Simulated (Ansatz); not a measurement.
`[F][In]([Cl])[Cl]` + `[CH3][GeH]([NH2])[Cl]` → `[F][InH][Cl]` + `[CH3][Ge]([NH2])([Cl])[Cl]` at 298.15 K and 1 bar (redistribution).

Program: Ansatz. Geometries: PBE0-D4/def2-TZVP. ΔE: electronic, gas phase. CCSD(T)/CBS adds triple-zeta CCSD(T) − MP2 to the extrapolated MP2 energy (def2 sets, frozen cores). def2 core potentials past Kr. For Ge, In outer-core shells are correlated without core-valence functions, which leaves a few kJ/mol of doubt a bond. Scalar relativity is left out up to krypton. Each species was taken in one conformer, which may not be the lowest.

```
                     species  CCSD(T)/CBS energy (Eh)  H − E (kJ/mol)  S (J/(mol·K))
         `[F][In]([Cl])[Cl]`              -1209.28900            27.9          339.6
     `[CH3][GeH]([NH2])[Cl]`              -2632.32972           210.6          346.7
              `[F][InH][Cl]`               -750.05448            37.6          308.4
`[CH3][Ge]([NH2])([Cl])[Cl]`              -3091.55637           196.2          390.7
```

H − E and S are ideal-gas, rigid-rotor, harmonic terms from PBE0-D4/def2-TZVP, for one conformer and one mirror image of each species. 1 Eh = 2625.50 kJ/mol, R = 8.31446 J/(mol·K).

**Question.** By hand: ΔE, ΔH, ΔS and ΔG.

**Answer.** ΔE = (-750.05448) + (-3091.55637) − (-1209.28900) − (-2632.32972) = 0.00787 Eh = 20.7 kJ/mol. Δ(H − E) = 37.6 + 196.2 − 27.9 − 210.6 = -4.7, so ΔH = 16.0 kJ/mol. ΔS = 308.4 + 390.7 − 339.6 − 346.7 = 12.8 J/(mol·K). ΔG = 16.0 − 298.15 × (12.8)/1000 = 12.2 kJ/mol.

**Question.** By hand: the equilibrium constant, and the temperature at which ΔG would vanish if ΔH and ΔS stayed fixed.

**Answer.** log₁₀ K = −ΔG/(RT ln 10) = -2.1. ΔG = 0 at ΔH/ΔS = 1250 K, though so small a ΔS makes that figure unsure.

The number of gas molecules stays the same, so ΔS is small and ΔH decides. A doubt of 5 kJ/mol in ΔE shifts log₁₀ K by 0.9 here. Other conformers and mirror images would add mixing entropy, several J/(mol·K) or more a flexible species. Modes under 60 cm⁻¹, often nearly free rotors, make the harmonic entropy too high. These are equilibria of isolated gas molecules and say nothing of rates. Largest T1 diagnostic: 0.015 (customary marks: 0.02 for closed shells, 0.045 for open ones).
